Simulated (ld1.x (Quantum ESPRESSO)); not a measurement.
## Transferability test, TM potential for zinc

```
Element                 : zinc (Zn)
Generator               : ld1.x (Quantum ESPRESSO) 7.5
Type                    : norm-conserving Troullier–Martins (Kleinman–Bylander form)
Functional              : PBE
Relativity              : fully relativistic
Frozen core             : [Ar]
Valence charge          : 12
Reference configuration : 3d10 4s2 4p0
Partial waves           : 4s (bound): rc 2.20 bohr; 3d (bound): rc 1.30 bohr; 4p (bound, empty): rc 2.60 bohr
Local potential         : the p channel
Core correction         : none
```

Open shells are filled in proportion to 2j + 1 (rel_dist='average').

Energies are relative to the spin-unpolarised reference configuration 3d10 4s2 4p0; without spin polarisation the order of configurations can differ from experiment. The p channel is local and has no spin–orbit splitting in the pseudo-atom.

Task: Give the all-electron excitation energy and the error of the potential for: 3d10 4s1 4p0; 3d10 4s0 4p0; 3d9 4s0 4p0; 3d10 4s0 4p2; 3d10 4s1.5 4p0; 3d8 4s0 4p0; 3d9 4s2 4p0.

Result:

```tsv
valence configuration	charge	ΔE all-electron (eV)	error AE − PS (meV)
3d10 4s1 4p0	+1	9.888	-0.4
3d10 4s0 4p0	+2	28.331	+37
3d9 4s0 4p0	+3	68.865	-349
3d10 4s0 4p2	0	10.556	+7.4
3d10 4s1.5 4p0	+0.5	3.941	-0.6
3d8 4s0 4p0	+4	130.678	-1885
3d9 4s2 4p0	+1	17.901	-465
```
